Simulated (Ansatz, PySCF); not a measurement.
Conformers of C3H10N (SMILES CC[NH2+]C), B3LYP-D3(BJ)/def2-TZVP minima from an xTB search, which can miss the lowest.
Conformer 1 (charge 1, multiplicity 1, Z-matrix in Å and degrees):
```
N
H 1 1.0227
H 1 1.0227 2 105.71
C 1 1.5000 2 109.48 3 -117.83
H 4 1.0865 1 108.45 2 177.84
H 4 1.0865 5 110.21 1 -118.58
H 4 1.0870 5 110.34 6 -122.11
C 1 1.5158 2 108.58 3 116.35
H 8 1.0890 1 106.06 2 65.05
H 8 1.0890 9 108.57 1 -113.60
C 8 1.5136 9 112.40 10 -124.98
H 11 1.0895 8 108.91 9 61.41
H 11 1.0915 12 107.49 8 121.35
H 11 1.0915 12 107.49 13 117.30
```

Frozen-core correlation. CBS: X⁻³ extrapolation of the correlation energy, Hartree–Fock from the larger set. MP2 and its Hartree–Fock in cc-pVQZ are density fitted. Rows in 6-31G* carry no dispersion term and start afresh at each structure (6-31G* with six Cartesian d functions).

Run with Ansatz (Gaussian basis) for Hartree–Fock, density functionals and correlated methods; PySCF for 6-31G* rows. 

Electronic energies of 2 conformers above conformer 1 (kcal/mol):

```
level                                         conformer 1  conformer 2
--------------------------------------------  -----------  -----------
PBE/def2-TZVPP                                       0.00         0.98
B3LYP/6-31G*                                         0.00         1.02
wB97M-V/def2-TZVPP                                   0.00         0.76
MP2/CBS(cc-pVTZ, cc-pVQZ) + ΔCCSD(T)/cc-pVDZ         0.00         0.82
```

Give Boltzmann populations at 298.15 K for each level, counting each conformer once and leaving out zero-point, thermal and symmetry terms.


Weights exp(−E/RT) with RT = 0.5925 kcal/mol, divided by their sum:
- PBE/def2-TZVPP: 84 %, 16 %
- B3LYP/6-31G*: 85 %, 15 %
- wB97M-V/def2-TZVPP: 78 %, 22 %
- MP2/CBS(cc-pVTZ, cc-pVQZ) + ΔCCSD(T)/cc-pVDZ: 80 %, 20 %
The share of conformer 1 runs from 78 to 85 % over these levels.

Ansatz is an electronic-structure program.
